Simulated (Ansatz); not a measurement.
Ansatz results at the PBE0-D4/def2-TZVP geometry: LUMO energy (PBE/def2-TZVPP) -1.66 eV; HOMO–LUMO gap (PBE/def2-TZVPP) 4.87 eV; size of the dipole moment (B3LYP/def2-TZVPP) 0.85 D.

Each molecule was computed in one conformer, which needn't be the lowest.

(1) Which molecule gave them?
A. `B[Si](F)(F)[SiH3]`
B. `C1C[SiH2]CO1`
C. `O[SiH](S)I`
D. `[SiH3][SnH]([Cl])[I]`

Results:

(1) C. The others give `[SiH3][SnH]([Cl])[I]`: -2.64, 3.88, 3.02; `C1C[SiH2]CO1`: -0.24, 5.50, 1.10; `B[Si](F)(F)[SiH3]`: -4.06, 2.67, 1.68.

B3LYP here is the variant with VWN-RPA as its local correlation; programs differ in this.
